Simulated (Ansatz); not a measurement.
Consider the formal hydrolysis of the Si–O bond: `CO[Si](N)(O)O` + H₂O → `N[Si](O)(O)O` + CH₃OH.

Calculated with Ansatz (gas phase, PBE0-D4/def2-TZVP geometries, no zero-point term in ΔE). CBS: MP2 limit from def2 TZ/QZ plus the TZ coupled-cluster correction, frozen cores. This one scheme is used for every species. DFT in def2-TZVPP. B3LYP here is the variant with VWN-RPA as its local correlation; programs differ in this. One conformer a species, not always the lowest.

| level | ΔE (kcal/mol) | difference from CCSD(T)/CBS |
| --- | --- | --- |
| PBE-D4 | -0.1 | -0.9 |
| r2SCAN-D4 | -0.1 | -0.9 |
| PBE0-D4 | 0.0 | -0.8 |
| ωB97M-V | 0.1 | -0.7 |
| B3LYP | -1.0 | -1.8 |
| SCS-MP2/def2-TZVPP | 0.2 | -0.6 |
| CCSD/def2-TZVPP | 0.2 | -0.6 |
| MP2/def2-QZVPP | 0.8 | 0.0 |
| HF/CBS(def2) | -0.8 | -1.6 |
| CCSD/CBS(def2) | 0.5 | -0.3 |
| CCSD(T)/CBS | 0.8 | 0 |

Largest T1 diagnostic among the species: 0.011.

In def2-TZVPP, CCSD(T) changes the Hartree–Fock value by +1.3 kcal/mol (the triples alone add +0.2 kcal/mol) and MP2 by +1.5 kcal/mol. The D4 term adds +1.5 kcal/mol with B3LYP and +0.9 kcal/mol with PBE0; it sums over pairs of atoms, weighted by their polarisabilities, and B3LYP, whose exchange is more repulsive, gets the larger term.
